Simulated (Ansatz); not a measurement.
trans-Hf(H2O)2Br4 (HfBr₄O₂H₄). Total charge 0; singlet. Geometry B3LYP-D4/def2-SVP, basis def2-TZVP, Ansatz.

```xyz
11

Br    2.329   -0.416    0.949
Br   -2.198    1.409   -0.314
Br    0.891    0.718   -2.334
Br   -1.161   -1.638    1.623
Hf   -0.036    0.019   -0.020
O     0.335    1.816    1.264
O    -0.341   -1.816   -1.269
H    -0.310    2.531    1.388
H     1.144    1.940    1.787
H    -0.656   -2.658   -0.902
H     0.002   -1.905   -2.173
```

| run | HOMO (eV) | LUMO (eV) |
| --- | --- | --- |
| A | -6.52 | -2.89 |
| B | -8.60 | -0.95 |
| C | -6.67 | -2.53 |
| D | -7.56 | -1.88 |
| E | -6.34 | -2.63 |

In the def2 sets Hf takes a core potential; there is no spin–orbit coupling. No other spin state of charge 0 was run. Another isomer (singlet) lies 0.19 eV lower at PBE0-D4/def2-TZVP; other spin states weren't run for this one.

Problem. The runs used BHLYP, LDA (SPW92), PBE, PBE0, r2SCAN. Estimate which is which.

Solution. A LDA (SPW92) (0 % exact exchange); B BHLYP (50 % exact exchange); C r2SCAN (0 % exact exchange); D PBE0 (25 % exact exchange); E PBE (0 % exact exchange). Exact exchange lowers occupied and raises empty levels; among semilocal functionals meta-GGAs tend to open the gap a little, and such runs are hard to tell apart. The gap grows from 3.63 eV (LDA (SPW92)) to 7.65 eV (BHLYP).
